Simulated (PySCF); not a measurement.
## NMR data sheet: C4H5F3N2

* Formula: C4H5F3N2
* SMILES: C=C/C(=N\N)C(F)(F)F
* InChI: InChI=1S/C4H5F3N2/c1-2-3(9-8)4(5,6)7/h2H,1,8H2/b9-3+
* Point group of the computed structure: C1
* Degrees of unsaturation: 2
* Carbon signals: 4
* Proton signals: 4

Structure with atom numbers: `[CH2:1]=[CH:2]/[C:3](=[N:4]\[NH2:5])[C:6]([F:7])([F:8])[F:9]`. Each H is labelled by its parent atom. Ha(C1) is cis to C3; Hb(C1) is trans to C3.

- NMR shieldings at PBE0/pcSseg-1/GIAO
- coordinates at the GFN2-xTB level
- program: PySCF
- a single conformation, non-relativistic Hamiltonian, rapidly exchanging positions averaged, isolated molecule

Shifts are taken against calculated references (same method and geometry level): TMS for ¹H (31.72 ppm), ¹³C (186.93 ppm); ¹⁹F (170.95 ppm) vs CFCl3; ¹⁵N (267.73 ppm) against NH3.

```tsv
carbon	δC, type	δH (multiplicity)	HMBC from (2–3 bonds)	span of the C tensor (ppm)
C1	126.5, CH2	Hb(C1) 5.86 (m); Ha(C1) 6.14 (m)	H(C2)	219
C2	121.2, CH	6.38 (m)	Ha(C1), Hb(C1)	232
C3	129.9, C	–	H(C2), Ha(C1), Hb(C1)	148
C6	131.4, C	–	H(C2)	14
```

Other nuclei:
```tsv
atoms	nucleus	environment	δ (ppm)	σ (ppm)
H(N5)	¹H	hydrogen on a nitrogen bonded to O or N	6.29	25.43
F7/F8/F9	¹⁹F	fluorine of a CF3 group	-80.6	251.5
N4	¹⁵N	imine nitrogen	378.6	-110.9
N5	¹⁵N	nitrogen bonded to O or N	127.7	140.1
```

Carbon types of the structure: 2 × C, 1 × CH, 1 × CH2, leaving 2 H on heteroatoms. δC 131.4: CF3 carbon; 3 electronegative neighbours deshield it. δC 129.9: C=N carbon. δC 126.5: terminal =CH2 carbon; the olefinic region. δC 121.2: alkene CH; an sp2 carbon of a C=C bond. δH 6.14, 5.86: hydrogen on a terminal =CH2 carbon; a vinylic proton, deshielded by the sp2 carbon and the C=C anisotropy.

The OH or NH signal is concentration- and solvent-dependent in practice; the value given is the gas-phase one. Splittings by ¹⁹F in the carbon and heteronuclear signals aren't shown, as no couplings were computed. Shifts are as computed. Against solution values, carbons near 30 ppm lie about +3 ppm off and those near 130 ppm about +5 ppm. Of 1211 compounds with measured shifts, 218 miss one by over three times the rms of a fit or turn the order of signals round; such compounds aren't used in these exercises. Unscaled 19F shifts against computed CFCl3 carry errors that often reach 10 to 50 ppm. Experimental scales use liquid or dissolved standards, which lie at an offset from isolated NH3 (liquid NH3: subtract about 20 ppm). Unscaled 15N shifts of sp2 nitrogen come out 20 to 40 ppm too high even then. No couplings were computed; multiplicities are counted from neighbouring protons, with m where these are inequivalent, close in shift, in a saturated or five-membered ring or joined by F or P, and br s for small geminal =CH2 splittings.
